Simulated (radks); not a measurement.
Task: The mean radii <r> (bohr) of the occupied orbitals of an atom or ion are listed with their occupations. All-electron calculation, scalar-relativistic Kohn-Sham, BLYP, spin-polarised, spherical densities, finite nucleus; Fermi nuclear charge, rms radius of each element as measured or else 0.836 A^(1/3) + 0.57 fm. Program: a radial shooting solver on a logarithmic mesh with Libxc functionals.

orbital  occ.      <r>
1s up       1  0.02274
1s down     1  0.02274
2s up       1  0.09628
2s down     1  0.09623
2p up       3  0.08473
2p down     3  0.08466
3s up       1   0.2384
3s down     1   0.2387
3p up       3   0.2332
3p down     3   0.2335
3d up       2   0.2068

Name the element and its charge. Open shells, if any, are filled with parallel spins first.

Result: Z = 62, samarium, charge +42: Sm42+ in [Ar] 3d2. The 1s radius gives Z: for a bare nucleus <r> = (2 gamma + 1)/(2Z) with gamma = sqrt(1 - (Z/c)^2), 0.02245 bohr for Z = 62, and screening makes it slightly larger (0.02274 here). The occupations add up to 20, and the charge is Z minus that.
